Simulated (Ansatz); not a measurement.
Ge2S5⁻. The state is a doublet with charge -1. Geometry B3LYP-D4/def2-SVPD.

```tsv
atom	x (Å)	y (Å)	z (Å)
Ge1	-1.558	0.178	-0.055
Ge2	1.166	-0.302	1.488
S3	-1.880	0.034	-3.442
S4	-0.023	-1.699	0.289
S5	0.009	1.547	1.250
S6	-0.584	0.890	-2.152
S7	2.869	-0.649	2.622
```

Another isomer (doublet) lies 0.43 eV lower at PBE0-D4/def2-SVP; other spin states weren't run for this one.

Estimate the α-spin orbital energies around the gap (eV) in Ansatz with HF/STO-3G, LDA (SPW92)/def2-SVP, PBE-D4/def2-SVP, BLYP-D4/def2-SVP, r2SCAN-D4/def2-SVP.


```json
{"orbital": "HOMO−13", "HF/STO-3G": "-8.07", "LDA (SPW92)/def2-SVP": "-7.50", "PBE-D4/def2-SVP": "-7.36", "BLYP-D4/def2-SVP": "-7.07", "r2SCAN-D4/def2-SVP": "-7.83"}
{"orbital": "HOMO−12", "HF/STO-3G": "-6.13", "LDA (SPW92)/def2-SVP": "-5.60", "PBE-D4/def2-SVP": "-5.49", "BLYP-D4/def2-SVP": "-5.14", "r2SCAN-D4/def2-SVP": "-5.99"}
{"orbital": "HOMO−11", "HF/STO-3G": "-5.19", "LDA (SPW92)/def2-SVP": "-5.17", "PBE-D4/def2-SVP": "-5.05", "BLYP-D4/def2-SVP": "-4.69", "r2SCAN-D4/def2-SVP": "-5.55"}
{"orbital": "HOMO−10", "HF/STO-3G": "-5.14", "LDA (SPW92)/def2-SVP": "-5.11", "PBE-D4/def2-SVP": "-5.00", "BLYP-D4/def2-SVP": "-4.63", "r2SCAN-D4/def2-SVP": "-5.48"}
{"orbital": "HOMO−9", "HF/STO-3G": "-4.76", "LDA (SPW92)/def2-SVP": "-4.59", "PBE-D4/def2-SVP": "-4.53", "BLYP-D4/def2-SVP": "-4.17", "r2SCAN-D4/def2-SVP": "-5.06"}
{"orbital": "HOMO−8", "HF/STO-3G": "-4.14", "LDA (SPW92)/def2-SVP": "-4.49", "PBE-D4/def2-SVP": "-4.38", "BLYP-D4/def2-SVP": "-4.04", "r2SCAN-D4/def2-SVP": "-4.84"}
{"orbital": "HOMO−7", "HF/STO-3G": "-3.65", "LDA (SPW92)/def2-SVP": "-3.73", "PBE-D4/def2-SVP": "-3.62", "BLYP-D4/def2-SVP": "-3.28", "r2SCAN-D4/def2-SVP": "-4.06"}
{"orbital": "HOMO−6", "HF/STO-3G": "-2.44", "LDA (SPW92)/def2-SVP": "-3.14", "PBE-D4/def2-SVP": "-3.04", "BLYP-D4/def2-SVP": "-2.71", "r2SCAN-D4/def2-SVP": "-3.45"}
{"orbital": "HOMO−5", "HF/STO-3G": "-1.94", "LDA (SPW92)/def2-SVP": "-2.55", "PBE-D4/def2-SVP": "-2.45", "BLYP-D4/def2-SVP": "-2.14", "r2SCAN-D4/def2-SVP": "-2.85"}
{"orbital": "HOMO−4", "HF/STO-3G": "-1.72", "LDA (SPW92)/def2-SVP": "-2.49", "PBE-D4/def2-SVP": "-2.41", "BLYP-D4/def2-SVP": "-2.08", "r2SCAN-D4/def2-SVP": "-2.78"}
{"orbital": "HOMO−3", "HF/STO-3G": "-1.55", "LDA (SPW92)/def2-SVP": "-2.23", "PBE-D4/def2-SVP": "-2.13", "BLYP-D4/def2-SVP": "-1.82", "r2SCAN-D4/def2-SVP": "-2.51"}
{"orbital": "HOMO−2", "HF/STO-3G": "-0.84", "LDA (SPW92)/def2-SVP": "-2.04", "PBE-D4/def2-SVP": "-1.94", "BLYP-D4/def2-SVP": "-1.62", "r2SCAN-D4/def2-SVP": "-2.30"}
{"orbital": "HOMO−1", "HF/STO-3G": "-0.78", "LDA (SPW92)/def2-SVP": "-1.54", "PBE-D4/def2-SVP": "-1.56", "BLYP-D4/def2-SVP": "-1.24", "r2SCAN-D4/def2-SVP": "-2.02"}
{"orbital": "HOMO", "HF/STO-3G": "-0.04", "LDA (SPW92)/def2-SVP": "-1.51", "PBE-D4/def2-SVP": "-1.44", "BLYP-D4/def2-SVP": "-1.15", "r2SCAN-D4/def2-SVP": "-1.83"}
{"orbital": "LUMO", "HF/STO-3G": "9.72", "LDA (SPW92)/def2-SVP": "1.27", "PBE-D4/def2-SVP": "1.46", "BLYP-D4/def2-SVP": "1.70", "r2SCAN-D4/def2-SVP": "1.46"}
{"orbital": "LUMO+1", "HF/STO-3G": "12.49", "LDA (SPW92)/def2-SVP": "1.39", "PBE-D4/def2-SVP": "1.57", "BLYP-D4/def2-SVP": "1.83", "r2SCAN-D4/def2-SVP": "1.56"}
{"orbital": "LUMO+2", "HF/STO-3G": "12.66", "LDA (SPW92)/def2-SVP": "1.89", "PBE-D4/def2-SVP": "2.08", "BLYP-D4/def2-SVP": "2.35", "r2SCAN-D4/def2-SVP": "2.12"}
{"orbital": "LUMO+3", "HF/STO-3G": "13.47", "LDA (SPW92)/def2-SVP": "2.35", "PBE-D4/def2-SVP": "2.53", "BLYP-D4/def2-SVP": "2.80", "r2SCAN-D4/def2-SVP": "2.57"}
{"orbital": "LUMO+4", "HF/STO-3G": "14.02", "LDA (SPW92)/def2-SVP": "2.50", "PBE-D4/def2-SVP": "2.67", "BLYP-D4/def2-SVP": "2.93", "r2SCAN-D4/def2-SVP": "2.73"}
{"orbital": "LUMO+5", "HF/STO-3G": "15.12", "LDA (SPW92)/def2-SVP": "2.94", "PBE-D4/def2-SVP": "3.13", "BLYP-D4/def2-SVP": "3.36", "r2SCAN-D4/def2-SVP": "3.23"}
{"orbital": "β HOMO", "HF/STO-3G": "-0.01", "LDA (SPW92)/def2-SVP": "-1.33", "PBE-D4/def2-SVP": "-1.28", "BLYP-D4/def2-SVP": "-0.99", "r2SCAN-D4/def2-SVP": "-1.60"}
{"orbital": "β LUMO", "HF/STO-3G": "9.72", "LDA (SPW92)/def2-SVP": "-0.82", "PBE-D4/def2-SVP": "-0.61", "BLYP-D4/def2-SVP": "-0.35", "r2SCAN-D4/def2-SVP": "-0.65"}
```
